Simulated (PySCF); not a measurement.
[CdCl4]2- (charge -2 and singlet state).
Geometry (PBE0-D3(BJ)/def2-SVP, Å), atoms numbered from 1 in this order:
```xyz
5
CdCl4 angstrom
Cd     0.0089    0.0107    0.0135
Cl    -0.2971   -0.1607    2.5114
Cl     2.4614    0.0104   -0.5780
Cl    -1.0659    2.1084   -0.8864
Cl    -1.1073   -1.9688   -1.0605
```

Computed at PBE0/pcSseg-1 (def2-TZVP on Cd) (PySCF, non-relativistic but for the core potentials past Kr), with Q(35Cl) = −0.0817 b: Cl2, 35Cl (I = 3/2): χzz = -22.77 MHz, η = 0.007.

Task: Where would the pure quadrupole (NQR) lines of 35Cl at Cl2 fall for the rigid, isolated species?

Result: From ν = (|χ|/2)√(1 + η²/3): ν = 11.38 MHz (chlorine bonded to Cd). For 37Cl the ratio of quadrupole moments, 0.7881, gives 8.972 MHz.

In a crystal, neighbours and librations shift these lines. Whether so highly charged an anion holds all its electrons in the gas phase wasn't checked; a finite basis holds them in any case. The ion is multiply charged and computed without counter-ions or solvent. Atoms past krypton carry effective core potentials; spin–orbit coupling is left out. The pcSseg-1 basis has no diffuse functions, a weakness for an anion. The HOMO energy is positive at this level (+0.21 eV), so the outermost electrons may be held by the finite basis alone. With so small a basis the couplings can be 20 % off.
